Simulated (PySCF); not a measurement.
PySCF job for C2H6AlCl, SMILES [CH2](C)[AlH][Cl], TDDFT-ωB97X/def2-SVPD. The structure is a stationary point at PBE0-D3(BJ)/def2-SVP. The structure was generated by enumeration; whether it is a known compound was not checked. Other conformers were not sampled.

```python
import numpy as np
from pyscf import gto, scf, dft, tdscf

mol = gto.M(
    atom='''
    Al   -0.16421012   -0.46551149    0.34243128
    H    -0.64709728   -1.88290788    0.85953450
    Cl    0.27442569    0.97294596    1.82948873
    C     0.05174858    0.04378547   -1.53024212
    C    -0.27235294   -1.03759328   -2.56095334
    H     1.08982014    0.40558549   -1.65369538
    H    -0.56877588    0.94421243   -1.69768890
    H    -1.31568273   -1.38317281   -2.48154467
    H     0.36493706   -1.92812587   -2.43815113
    H    -0.13008026   -0.68117657   -3.59419661
    ''',
    basis='def2-SVPD',
    charge=0,
    spin=0,
    max_memory=1600,
    verbose=4,
)
mf = dft.RKS(mol, xc='wb97x').density_fit(auxbasis='def2-universal-jkfit')
mf.grids.level = 3
mf.conv_tol = 1e-9
mf.max_cycle = 100
mf.kernel()
mf.grids = dft.Grids(mol).set(level=1).build(with_non0tab=True)  # coarser grid for the response kernel
td = tdscf.TDDFT(mf)
td.singlet = True
td.nstates = 10
td.conv_tol = 1e-4
td.positive_eig_threshold = 1e-6
td.kernel(x0=td.get_init_guess(mf, 15))
td.analyze()
tt = tdscf.TDA(mf)
tt.singlet = False
tt.nstates = 4
tt.conv_tol = 1e-4
tt.positive_eig_threshold = 1e-6
tt.kernel(x0=tt.get_init_guess(mf, 9))
tt.analyze(verbose=3)
```

Output:

```
PySCF version 2.14.0

[INPUT] verbose = 4
[INPUT] num. atoms = 10
[INPUT] num. electrons = 48
[INPUT] charge = 0
[INPUT] spin (= nelec alpha-beta = 2S) = 0
[INPUT] symmetry False subgroup None
[INPUT] Mole.unit = angstrom
[INPUT] Symbol           X                Y                Z      unit          X                Y                Z       unit  Magmom
[INPUT]  1 Al    -0.164210120000  -0.465511490000   0.342431280000 AA   -0.310312153682  -0.879689223938   0.647101335684 Bohr   0.0
[INPUT]  2 H     -0.647097280000  -1.882907880000   0.859534500000 AA   -1.222836635151  -3.558180210985   1.624284799615 Bohr   0.0
[INPUT]  3 Cl     0.274425690000   0.972945960000   1.829488730000 AA    0.518589395645   1.838601398402   3.457232647678 Bohr   0.0
[INPUT]  4 C      0.051748580000   0.043785470000  -1.530242120000 AA    0.097790643535   0.082742546535  -2.891738511074 Bohr   0.0
[INPUT]  5 C     -0.272352940000  -1.037593280000  -2.560953340000 AA   -0.514672465820  -1.960767127889  -4.839500430390 Bohr   0.0
[INPUT]  6 H      1.089820140000   0.405585490000  -1.653695380000 AA    2.059461589635   0.766445496198  -3.125031361659 Bohr   0.0
[INPUT]  7 H     -0.568775880000   0.944212430000  -1.697688900000 AA   -1.074830639458   1.784302896110  -3.208167065714 Bohr   0.0
[INPUT]  8 H     -1.315682730000  -1.383172810000  -2.481544670000 AA   -2.486280026520  -2.613817793845  -4.689439792174 Bohr   0.0
[INPUT]  9 H      0.364937060000  -1.928125870000  -2.438151130000 AA    0.689631096104  -3.643629827989  -4.607437885999 Bohr   0.0
[INPUT] 10 H     -0.130080260000  -0.681176570000  -3.594196610000 AA   -0.245816065612  -1.287237159771  -6.792047230740 Bohr   0.0

nuclear repulsion = 184.770488430231
number of shells = 61
number of NR pGTOs = 207
number of NR cGTOs = 139
basis = def2-SVPD
ecp = {}


******** <class 'pyscf.df.df_jk.DFRKS'> ********
method = DFRKS
initial guess = minao
damping factor = 0
level_shift factor = 0
DIIS = <class 'pyscf.scf.diis.CDIIS'>
diis_start_cycle = 1
diis_space = 8
diis_damp = 0
SCF conv_tol = 1e-09
SCF conv_tol_grad = None
SCF max_cycles = 100
direct_scf = False
XC library pyscf.dft.libxc version 7.1.2
    S. Lehtola, C. Steigemann, M. J. T. Oliveira, and M. A. L. Marques,  SoftwareX 7, 1–5 (2018)
XC functionals = wb97x
    J.-D. Chai and M. Head-Gordon,  J. Chem. Phys. 128, 084106 (2008)
radial grids:
    Treutler-Ahlrichs [JCP 102, 346 (1995); DOI:10.1063/1.469408] (M4) radial grids

becke partition: Becke, JCP 88, 2547 (1988); DOI:10.1063/1.454033
pruning grids: <function nwchem_prune>
grids dens level: 3
symmetrized grids: False
atomic radii adjust function: <function treutler_atomic_radii_adjust>
small_rho_cutoff = 0
Set gradient conv threshold to 3.16228e-05
Initial guess from minao.
tot grids = 125144
******** <class 'pyscf.df.df.DF'> ********
auxbasis = def2-universal-jkfit
Create RSH-DF object <pyscf.df.df.DF object> for omega=0.3
******** <class 'pyscf.df.df.DF'> ********
auxbasis = auxmol.basis = def2-universal-jkfit
init E= -782.247434554369
  HOMO = -0.30116245133588  LUMO = -0.0179606090085827  gap/eV = 7.70631
cycle= 1 E= -782.19263938721  delta_E= 0.0548  |g|= 0.308  |ddm|=  3.4
  HOMO = -0.363457365058361  LUMO = 0.00950570651260074  gap/eV = 10.14884
cycle= 2 E= -782.217535321765  delta_E= -0.0249  |g|= 0.182  |ddm|= 0.842
  HOMO = -0.379518424024386  LUMO = 0.023200854453707  gap/eV = 10.95855
cycle= 3 E= -782.226424411679  delta_E= -0.00889  |g|= 0.0242  |ddm|= 0.307
  HOMO = -0.374885176109707  LUMO = 0.0264607952613729  gap/eV = 10.92118
cycle= 4 E= -782.226708908292  delta_E= -0.000284  |g|= 0.00819  |ddm|= 0.0724
  HOMO = -0.376573039410538  LUMO = 0.0256929323306507  gap/eV = 10.94621
cycle= 5 E= -782.226730772957  delta_E= -2.19e-05  |g|= 0.00245  |ddm|= 0.0159
  HOMO = -0.376360500773829  LUMO = 0.0256154620052942  gap/eV = 10.93832
cycle= 6 E= -782.226733330689  delta_E= -2.56e-06  |g|= 0.00034  |ddm|= 0.00566
  HOMO = -0.376386976462289  LUMO = 0.0256228292981628  gap/eV = 10.93924
cycle= 7 E= -782.22673341689  delta_E= -8.62e-08  |g|= 0.000106  |ddm|= 0.00134
  HOMO = -0.376386661488477  LUMO = 0.0256227608215482  gap/eV = 10.93923
cycle= 8 E= -782.226733422504  delta_E= -5.61e-09  |g|= 3.86e-05  |ddm|= 0.000269
  HOMO = -0.376387509555649  LUMO = 0.0256239610807398  gap/eV = 10.93929
cycle= 9 E= -782.226733423225  delta_E= -7.2e-10  |g|= 8.94e-06  |ddm|= 0.000106
  HOMO = -0.376386852863992  LUMO = 0.0256244552995746  gap/eV = 10.93928
Extra cycle  E= -782.226733423266  delta_E= -4.18e-11  |g|= 5.1e-06  |ddm|= 2.55e-05
converged SCF energy = -782.226733423266
tot grids = 37864
Overwritten attributes  positive_eig_threshold  of <class 'pyscf.tdscf.rks.TDDFT'>


******** <class 'pyscf.tdscf.rks.TDDFT'> for <class 'pyscf.df.df_jk.DFRKS'> ********
nstates = 10 singlet
deg_eia_thresh = 1.000e-03
wfnsym = None
conv_tol = 0.0001
eigh lindep = 1e-12
eigh level_shift = 0
eigh max_cycle = 100


Excitation energies (eV)
[5.51483343 7.15699245 7.26057494 7.47755782 7.61304781 7.6854659
 8.42836536 8.45706999 8.46568411 8.71733766]

** Singlet excitation energies and oscillator strengths **
Excited State   1:      5.51483 eV    224.82 nm  f=0.0010
      24 -> 25        0.69162
Excited State   2:      7.15699 eV    173.24 nm  f=0.0113
      23 -> 25       -0.68263
Excited State   3:      7.26057 eV    170.76 nm  f=0.1350
      24 -> 26        0.63964
      24 -> 28        0.23318
Excited State   4:      7.47756 eV    165.81 nm  f=0.0192
      21 -> 25       -0.68126
Excited State   5:      7.61305 eV    162.86 nm  f=0.0440
      22 -> 25        0.67861
Excited State   6:      7.68547 eV    161.32 nm  f=0.0065
      23 -> 26       -0.18503
      24 -> 27       -0.63227
      24 -> 36        0.12697
Excited State   7:      8.42837 eV    147.10 nm  f=0.0830
      22 -> 26       -0.56952
      22 -> 27        0.33539
      22 -> 28       -0.12655
      22 -> 36       -0.11729
Excited State   8:      8.45707 eV    146.60 nm  f=0.0003
      20 -> 25        0.61407
      23 -> 26        0.15702
      24 -> 27       -0.10613
      24 -> 28        0.17382
Excited State   9:      8.46568 eV    146.46 nm  f=0.0147
      20 -> 25        0.26519
      21 -> 26        0.12465
      21 -> 27       -0.12136
      23 -> 26       -0.47979
      23 -> 27        0.27265
      24 -> 27        0.17182
Excited State  10:      8.71734 eV    142.23 nm  f=0.2292
      20 -> 25       -0.15951
      21 -> 28       -0.13167
      23 -> 26       -0.13398
      23 -> 28       -0.17255
      24 -> 26       -0.18688
      24 -> 28        0.55097
      24 -> 29       -0.11670

** Transition electric dipole moments (AU) **
state          X           Y           Z        Dip. S.      Osc.
  1        -0.0835      0.0273     -0.0021      0.0077      0.0010
  2        -0.2412      0.0806     -0.0072      0.0647      0.0113
  3        -0.1387     -0.3600      0.7812      0.7591      0.1350
  4        -0.3074      0.1011     -0.0078      0.1048      0.0192
  5        -0.0836     -0.2853     -0.3838      0.2357      0.0440
  6        -0.0584     -0.1757     -0.0055      0.0343      0.0065
  7        -0.6015      0.1993     -0.0157      0.4018      0.0830
  8        -0.0070     -0.0368     -0.0132      0.0016      0.0003
  9        -0.0587     -0.1923     -0.1743      0.0708      0.0147
 10        -0.2998     -0.8668      0.4815      1.0730      0.2292

** Transition velocity dipole moments (imaginary part, AU) **
state          X           Y           Z        Dip. S.      Osc.
  1        -0.0147      0.0048     -0.0004      0.0002      0.0008
  2        -0.0644      0.0215     -0.0019      0.0046      0.0117
  3        -0.0375     -0.0970      0.2148      0.0570      0.1423
  4        -0.0829      0.0273     -0.0021      0.0076      0.0185
  5        -0.0235     -0.0802     -0.1084      0.0187      0.0446
  6        -0.0154     -0.0464     -0.0013      0.0024      0.0056
  7        -0.1794      0.0594     -0.0047      0.0357      0.0769
  8        -0.0029     -0.0133     -0.0023      0.0002      0.0004
  9        -0.0179     -0.0591     -0.0591      0.0073      0.0156
 10        -0.0976     -0.2821      0.1577      0.1140      0.2372

** Transition magnetic dipole moments (imaginary part, AU) **
state          X           Y           Z
  1         0.2179      0.7241      0.8308
  2        -0.0946     -0.2325      0.7443
  3        -0.4503      0.1449     -0.0119
  4        -0.0853     -0.1790      1.0067
  5        -0.0310      0.0119     -0.0021
  6        -0.7385      0.2469     -0.0183
  7         0.2548      0.7360     -0.2561
  8         0.6981     -0.2271      0.0169
  9        -0.2047      0.0726     -0.0067
 10         0.1952     -0.0687      0.0045
Overwritten attributes  positive_eig_threshold  of <class 'pyscf.tdscf.rks.TDA'>


******** <class 'pyscf.tdscf.rks.TDA'> for <class 'pyscf.df.df_jk.DFRKS'> ********
nstates = 4 triplet
deg_eia_thresh = 1.000e-03
wfnsym = None
conv_tol = 0.0001
eigh lindep = 1e-12
eigh level_shift = 0
eigh max_cycle = 100


Excitation energies (eV)
[5.23700251 6.56262249 6.7685049  7.10070972]

** Triplet excitation energies and oscillator strengths **
Excited State   1:      5.23700 eV    236.75 nm  f=0.0000
Excited State   2:      6.56262 eV    188.92 nm  f=0.0000
Excited State   3:      6.76850 eV    183.18 nm  f=0.0000
Excited State   4:      7.10071 eV    174.61 nm  f=0.0000
```

The run converged.
